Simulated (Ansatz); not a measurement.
Q: Name a neutral molecule of C, Cl, F, Si and H with HOMO energy (B3LYP/def2-TZVPP) between -9.05 and -8.75 eV and size of the dipole moment (PBE/def2-TZVPP) between 1.75 and 2.05 D (Ansatz, PBE0-D4/def2-TZVP geometry).

A: `FC(F)(Cl)C[SiH3]` (-8.78 eV, 1.93 D). Other molecules can fit too; these were computed, each in one conformer that needn't be the lowest.

B3LYP here is the variant with VWN-RPA as its local correlation; programs differ in this.
